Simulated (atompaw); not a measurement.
## In (Z = 49) PAW (atompaw): all-electron and pseudo phase curves

indium, PAW, made with atompaw 4.2.0.5 (PBE, scalar-relativistic). Core [Ar] 3d10 4s2, reference 4p6 4d10 5s1 5p2. Waves: 5s (bound): rc 2.25 bohr; 5s channel at 4.15 Ry: rc 2.25 bohr; 4p (bound): rc 1.35 bohr; 5p (bound): rc 2.25 bohr; 4d (bound): rc 2.25 bohr; 4d channel at 0.5 Ry: rc 2.25 bohr. Local part: bessel scheme, radius 2.00 bohr. Core correction: smooth core density matched at 1.45 bohr. Augmentation charge: besselshape compensation charge, radius 2.20 bohr; PAW radius 2.25 bohr; waves and projectors: custom rrkj gramschmidtortho.

The phase is arctan(r·u′/u) with u = r·R(r), unwrapped; energies in Ry, scanned from -8 to 5 Ry. A pole is an energy at which the radial function vanishes at the test radius. The pseudo phase is shifted by a multiple of π to meet the all-electron one at the reference energy, and phase errors are pseudo minus all-electron; the curves can meet again beyond the range given. Levels narrower than the energy grid can be missing from the lists of poles.

**Question.** For each channel, where are the poles, and over which energies does the pseudopotential scatter like the atom?

**Answer.**

```json
{"channel": "s", "radius (bohr)": "2.25", "reference energy (Ry)": "-0.68", "poles, all-electron": "2.31", "poles, pseudo": "2.31", "unbroken range about the reference energy with phases within 0.05 rad": "the whole range", "phase error 1 Ry above the reference energy (rad)": "-0.000"}
{"channel": "p", "radius (bohr)": "2.25", "reference energy (Ry)": "-0.24", "poles, all-electron": "-5.82, 3.89", "poles, pseudo": "-5.82, 3.66", "unbroken range about the reference energy with phases within 0.05 rad": "the whole range", "phase error 1 Ry above the reference energy (rad)": "-0.010"}
{"channel": "d", "radius (bohr)": "2.25", "reference energy (Ry)": "-1.49", "poles, all-electron": "-1.23", "poles, pseudo": "-1.23", "unbroken range about the reference energy with phases within 0.05 rad": "below 2.0", "phase error 1 Ry above the reference energy (rad)": "+0.001"}
```

Phases in the s channel:

| E (Ry) | all-electron | pseudo |
| --- | --- | --- |
| -8.00 | 1.402 | 1.397 |
| -7.52 | 1.393 | 1.390 |
| -7.04 | 1.385 | 1.382 |
| -6.56 | 1.375 | 1.373 |
| -6.08 | 1.365 | 1.363 |
| -5.60 | 1.353 | 1.351 |
| -5.12 | 1.338 | 1.337 |
| -4.64 | 1.321 | 1.320 |
| -4.16 | 1.299 | 1.298 |
| -3.68 | 1.272 | 1.270 |
| -3.20 | 1.234 | 1.233 |
| -2.72 | 1.181 | 1.180 |
| -2.24 | 1.099 | 1.098 |
| -1.76 | 0.955 | 0.955 |
| -1.28 | 0.659 | 0.658 |
| -0.80 | -0.001 | -0.001 |
| -0.32 | -0.778 | -0.778 |
| 0.16 | -1.163 | -1.163 |
| 0.64 | -1.341 | -1.341 |
| 1.12 | -1.440 | -1.441 |
| 1.60 | -1.505 | -1.505 |
| 2.08 | -1.552 | -1.552 |
| 2.56 | -1.590 | -1.590 |
| 3.04 | -1.622 | -1.622 |
| 3.52 | -1.653 | -1.653 |
| 4.00 | -1.683 | -1.683 |
| 4.48 | -1.716 | -1.716 |
| 4.96 | -1.753 | -1.754 |
